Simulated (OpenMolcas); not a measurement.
Ni2+ (d8) in a complex was computed by CASSCF with the d shell active (OpenMolcas, ANO-RCC-VTZP on the metal). Its lowest spin-free states, and all those of the highest spin:

```json
{"2S+1": "3", "Degeneracy": "1", "E (cm-1)": "0.0"}
{"2S+1": "3", "Degeneracy": "2", "E (cm-1)": "2725"}
{"2S+1": "3", "Degeneracy": "1", "E (cm-1)": "4523"}
{"2S+1": "3", "Degeneracy": "1", "E (cm-1)": "5840"}
{"2S+1": "3", "Degeneracy": "2", "E (cm-1)": "6319"}
{"2S+1": "1", "Degeneracy": "1", "E (cm-1)": "16834"}
{"2S+1": "1", "Degeneracy": "1", "E (cm-1)": "17483"}
{"2S+1": "1", "Degeneracy": "2", "E (cm-1)": "19728"}
{"2S+1": "1", "Degeneracy": "1", "E (cm-1)": "21218"}
{"2S+1": "3", "Degeneracy": "1", "E (cm-1)": "22014"}
{"2S+1": "3", "Degeneracy": "2", "E (cm-1)": "24085"}
{"2S+1": "1", "Degeneracy": "1", "E (cm-1)": "25740"}
```

Problem. Is the site octahedral, tetrahedral or cube-like, axial, or of lower symmetry?

Solution. The states with 2S+1 = 3 have orbital degeneracies 1, 2, 1, 1, 2, 1, 2. There are pairs but no triples, so the site is axial: not cubic, but with a proper or improper axis of order three or more. The run had Ni2+ with 5 ligands (chloride) in square pyramidal coordination (C4v) at 2.39 Å, the axial distance 2.342 Å. A charge of +0.6 e stands 2.4 Å behind each ligand. Ligand basis ANO-RCC-VDZP.

Without dynamic correlation the repulsion within the d shell is too large (B by tens of per cent), so at a given field states of lower spin stand too high. Ligand-to-metal charge-transfer states are missing. With no ligand orbital active B as a rule stays too high, so bands that hang on it stand too high and its fall with covalency is understated. With metal d orbitals alone and no dynamic correlation the field as a rule comes out too small, by tens of per cent, by up to half for chloride and softer ligands, and the orbital part of g and χT, which goes as 1/10Dq, too large. No measured value stands beside these numbers; the geometry was imposed, not optimised, and the real ion may take another.
